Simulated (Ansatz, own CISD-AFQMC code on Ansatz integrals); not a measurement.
H3B3, SMILES `B=BB` (charge 0, multiplicity 1).

Cartesian coordinates (Å):
```xyz
6

B      1.8291    -0.0184     0.0031
B      0.2820    -0.0057     0.0025
B     -1.2856     0.0109    -0.0013
H      3.0064    -0.0278     0.0033
H     -1.9297    -0.7449     0.6740
H     -1.9021     0.7859    -0.6814
```
Charge 0, spin multiplicity 1.

Frozen-core correlation energies in cc-pVTZ at a geometry from PBE0-D3(BJ)/def2-TZVP, on an HF energy of -75.66053 Ha (<S^2> = 0.00, restricted and unstable towards unrestricted orbitals). Wave-function levels are from Ansatz, the walk from an own CISD-AFQMC code on Ansatz integrals (time step 0.005/Ha, trial state from CCSD amplitudes, largest double 0.12).

```tsv
level	correlation energy (mHa)
MP2	-269.3
CCSD	-311.8
CCSD(T)	-325.7
```

Problem. What correlation energy does phaseless AFQMC give, and where does it lie among these levels?

Solution. -327.9 ± 0.4 mHa (one standard error). AFQMC minus each level: MP2 -58.6 mHa, CCSD -16.2 mHa, CCSD(T) -2.2 mHa.
